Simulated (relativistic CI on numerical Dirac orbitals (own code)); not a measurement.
# Fe⁴⁺: L-alpha,beta X-ray emission

Computed with this model: Dirac-Coulomb-Breit CI, orbitals from a KLI potential per configuration, model QED (radiative potential, 1s self-energy scaled to tabulated hydrogen-like ionisation energies), valence Slater integrals scaled by 0.8, multiplet model of X-ray emission after core ionisation; configurations [Ar] 3d4 → [He] 2s2 2p5 3s2 3p6 3d4 → [Ar] 3d3; 300 K; Lorentzian 0.42 eV and Gaussian 0.5 eV FWHM. Energies are those of the free ion, without screening or charge transfer. S is read from ⟨S²⟩ = S(S + 1).

Field parameters in Wybourne normalisation: Td as Oh with Dq negative (B⁴₀ = 21Dq, B⁴₄ = √(5/14) B⁴₀). The field is a parameter set, without covalency.

free ion: ground-state S = 2.00, centroid 725.05 eV. Peaks (eV, height): 712.1 (7), 714.2 (7), 716.1 (11), 717.9 (11), 720.2 (33), 721.6 (24), 723.7 (11), 726.2 (37), 728.3 (100), 730.0 (22), 731.7 (13), 732.1 (13), 733.7 (8).

Td, 10Dq = -2200 cm⁻¹: ground-state S = 2.00, centroid 724.96 eV. Peaks (eV, height): 712.1 (7), 712.6 (7), 714.2 (9), 716.4 (15), 717.9 (13), 720.2 (44), 721.6 (28), 723.6 (12), 725.9 (39), 728.2 (100), 729.9 (50), 731.3 (16), 733.6 (10).

Td, 10Dq = -6150 cm⁻¹: ground-state S = 2.00, centroid 724.84 eV. Peaks (eV, height): 712.6 (8), 714.1 (8), 715.9 (18), 720.0 (37), 721.3 (29), 725.7 (57), 728.4 (100), 730.0 (38), 733.1 (11).

Td, 10Dq = -10050 cm⁻¹: ground-state S = 2.00, centroid 724.84 eV. Peaks (eV, height): 712.5 (9), 713.8 (8), 715.6 (15), 716.9 (13), 720.0 (34), 723.9 (24), 725.5 (75), 727.4 (56), 728.6 (100), 732.1 (14).

Td, 10Dq = -13950 cm⁻¹: ground-state S = 2.00, centroid 724.43 eV. Peaks (eV, height): 712.3 (13), 714.6 (17), 715.4 (15), 716.2 (17), 717.1 (20), 718.9 (57), 720.0 (47), 721.6 (50), 723.3 (45), 725.3 (96), 727.3 (76), 728.7 (100), 730.9 (43).

Td, 10Dq = -17850 cm⁻¹: ground-state S = 1.90, centroid 724.23 eV. Peaks (eV, height): 711.9 (14), 714.1 (22), 715.0 (18), 716.4 (24), 718.7 (58), 721.1 (73), 722.6 (65), 724.1 (59), 725.0 (89), 726.9 (85), 728.9 (100), 729.9 (76), 730.6 (70).

Strongest unbroadened transitions for Td, 10Dq = -10050 cm⁻¹:

```tsv
Energy (eV)	Relative strength
712.40	15.9
719.31	22.2
725.32	25.3
725.36	36.5
725.45	75.7
725.58	100.0
727.32	19.7
727.51	51.7
728.38	20.3
728.39	22.4
728.48	19.5
728.54	31.3
728.58	50.5
728.61	78.8
728.65	92.7
729.25	16.9
729.40	22.5
729.51	15.0
```
